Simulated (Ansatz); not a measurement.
System: C6H11, net charge -1, singlet state. It need not be the lowest isomer of its formula. Whether it binds its extra electron was not tested at this geometry. 
Coordinates optimised at B3LYP-D3(BJ)/def2-TZVP (Ansatz, a program for electronic structure):
SMILES: C=C(C)[CH-]CC
```xyz
17

C      2.3011    -0.6725    -0.5441
C      1.2432     0.4080    -0.8805
C      0.3132     0.7766     0.2291
C     -0.9325     0.1992     0.4799
C     -1.7759     0.4417     1.5591
C     -1.4583    -0.8035    -0.5399
H      2.9071    -0.3530     0.3090
H      2.9782    -0.8760    -1.3909
H      1.8118    -1.6081    -0.2604
H      0.6908     0.0537    -1.7615
H      1.8014     1.2932    -1.2306
H      0.7013     1.4817     0.9625
H     -2.7462    -0.0337     1.6307
H     -1.5039     1.1403     2.3442
H     -2.4617    -1.1365    -0.2683
H     -0.8162    -1.6886    -0.6107
H     -1.5074    -0.3696    -1.5447
```
Charge -1, spin multiplicity 1.

Parts of the frozen-core correlation energy in 6-31G (Ansatz, hartree). Frozen orbitals: 6; correlated occupied orbitals by spin: 18 and 18; virtual: 52 and 52. No spin-orbit coupling. Non-relativistic.

```
term                            value
-------------------------  ----------
reference (HF)             -233.41222
MP2 opposite-spin                 ___
MP2 same-spin                     ___
CCSD correlation                  ___
(T)                          -0.01817
T1 diagnostic                   0.012
largest doubles amplitude       0.030
```

Task: Some entries are withheld; supply them.

Result: 
- MP2 opposite-spin, value: -0.42793
- MP2 same-spin, value: -0.12240
- CCSD correlation, value: -0.61513
